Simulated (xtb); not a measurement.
CH4AlFO, SMILES [CH3][Al]([OH])[F]. All values are semi-empirical tight-binding results from xtb (GFN2-xTB unless named), good for trends rather than for accurate numbers. Geometry: GFN2-xTB. Other conformers were not sampled.

Optimised geometry:

```xyz
8

Al    -0.0116    -0.0649     0.0393
F     -1.4515    -0.8868     0.0894
C      0.1439     1.5819    -1.0505
H      1.0019     1.5286    -1.7188
H      0.2877     2.4575    -0.4186
H     -0.7516     1.7419    -1.6492
O      1.2383    -0.6652     0.9159
H      1.9062    -1.0730     1.4463
```

For metal compounds this method's bond lengths and energies can be far off.

Computed properties:
- orbital gap = 4.78 eV
- zero-point energy = 31.2 kcal/mol
- G − E(el) at 298.15 K (modified RRHO) = 12.3 kcal/mol

Computed atomic charges and the Wiberg bond orders between heavy atoms:
charges (e) Al1 0.42, F2 -0.28, C3 -0.19, H4 0.07, H5 0.07, H6 0.07, O7 -0.47, H8 0.32. Bond orders Al1–F2 1.19, Al1–C3 1.05, Al1–O7 1.37.
